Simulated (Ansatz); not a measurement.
One change: `C1[O][GeH2][S]1` becomes `[F][GeH]1[O]C[S]1`.

Ansatz, PBE0-D4/def2-TZVP geometries, multiplicity 1. 

Scalar relativity is left out up to krypton.

```csv
property,`C1[O][GeH2][S]1`
LUMO energy (PBE0/def2-TZVPP) / eV,-0.86
HOMO–LUMO gap (ωB97M-V/def2-TZVPP) / eV,10.15
LUMO energy (ωB97M-V/def2-TZVPP) / eV,1.00
HOMO–LUMO gap (PBE0/def2-TZVPP) / eV,6.10
HOMO–LUMO gap (PBE/def2-TZVPP) / eV,3.98
HOMO energy (PBE/def2-TZVPP) / eV,-5.73
```

**Question.** Give the same properties after the change, and the shifts. (An estimate is asked.)

**Answer.** The calculation gave: 
| property | `[F][GeH]1[O]C[S]1` | shift |
| --- | --- | --- |
| LUMO energy (PBE0/def2-TZVPP) / eV | -0.87 | -0.01 |
| HOMO–LUMO gap (ωB97M-V/def2-TZVPP) / eV | 10.93 | 0.78 |
| LUMO energy (ωB97M-V/def2-TZVPP) / eV | 1.13 | 0.13 |
| HOMO–LUMO gap (PBE0/def2-TZVPP) / eV | 6.72 | 0.62 |
| HOMO–LUMO gap (PBE/def2-TZVPP) / eV | 4.48 | 0.50 |
| HOMO energy (PBE/def2-TZVPP) / eV | -6.33 | -0.60 |
